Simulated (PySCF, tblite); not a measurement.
Isomers of C3H13FN2Si3, one GFN2-xTB conformer each. Single-point energies are computed at PBE0/pcSseg-1 (PySCF, gas phase, no added dispersion term), electronic only.

Task: Rank them by PBE0/pcSseg-1 energy, lowest first (kJ/mol).
A. `[F:1][Si@H:2]([NH:3][SiH3:4])[C:5]1([NH:6][SiH3:7])[CH2:8][CH2:9]1` with F1–Si2–N3–Si4 50°, F1–Si2–C5–N6 106°, Si2–C5–N6–Si7 -77°
B. `[F:1][C:2]1([SiH:3]([NH:4][SiH3:5])[NH:6][SiH3:7])[CH2:8][CH2:9]1` with F1–C2–Si3–N4 -19°, C2–Si3–N4–Si5 173°, C2–Si3–N6–Si7 176°

Result: A (0.0), B (95.1).

As drawn, the lower has an Si–F bond, which the higher lacks. GFN2-xTB itself gives, in the same order: 0.0, 110.2. Both levels put the same isomer lowest.

Task: Which frontier levels, dipoles and rotational constants go with these structures?

Result: 
| SMILES | HOMO (eV, PBE0/pcSseg-1) | LUMO (eV) | dipole (D) | A, B, C (MHz) |
| --- | --- | --- | --- | --- |
| F[Si@H](N[SiH3])C1(N[SiH3])CC1 | -6.80 | 0.21 | 2.27 | 1286, 655.1, 522.3 |
| FC1([SiH](N[SiH3])N[SiH3])CC1 | -7.23 | 0.06 | 0.97 | 1188, 665.8, 468.8 |

Task: What happens when harmonic zero-point energies from GFN2-xTB frequencies are added?

Result: 
```csv
SMILES,ZPE (kJ/mol),electronic (kJ/mol),with ZPE (kJ/mol)
F[Si@H](N[SiH3])C1(N[SiH3])CC1,397.7,0.0,0.0
FC1([SiH](N[SiH3])N[SiH3])CC1,395.9,95.1,93.3
```

The zero-point energies span 1.8 kJ/mol. The order is unchanged.
